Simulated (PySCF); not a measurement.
**Ba⁴¹⁺: ionisation energy**

Ba⁴¹⁺ [Ne] 3s2 3p3 [3p1/2^2 3p3/2^1, M_J = 3/2] → Ba⁴²⁺ [Ne] 3s2 3p2 [3p1/2^2, M_J = 0], as a difference of total energies. All numbers are calculated (PySCF 2.14, the two-component X2C-1e Hamiltonian, in an even-tempered Gaussian basis (18 s from 8.9 bohr⁻², ratio 2.4; 14 p from 12 bohr⁻², ratio 2.4; 4 d from 42 bohr⁻², ratio 2.6; 4 f from 63 bohr⁻², ratio 2.6)). Correlated levels: 1s2 frozen; the 54 highest virtual spinors dropped. "Screened" scales the spin-orbit matrix elements by Boettger's factors to mimic the two-electron term; Breit and QED terms are absent.

| method | ionisation energy (eV) |
| --- | --- |
| GHF (spin-free) | 3124.6 |
| GMP2 (spin-free) | 3124.9 |
| GHF (screened spin-orbit) | 3083.7 |
| GMP2 (screened spin-orbit) | 3084.0 |

Breit and QED terms and the two-electron picture change are absent.

The spin-free rows relax to the high-spin LS determinant and lack the spin-orbit shift.

The labels give the starting determinants; with spin-orbit coupling the two ends relaxed to ⟨J²⟩ = 3.75, ⟨L²⟩ = 2.36, ⟨S²⟩ = 1.60 and ⟨J²⟩ = 0.00, ⟨L²⟩ = 1.34, ⟨S²⟩ = 1.34.

For comparison: 3081 ± 4 eV (theoretical estimate listed by NIST; NIST Atomic Spectra Database, ionization energies).
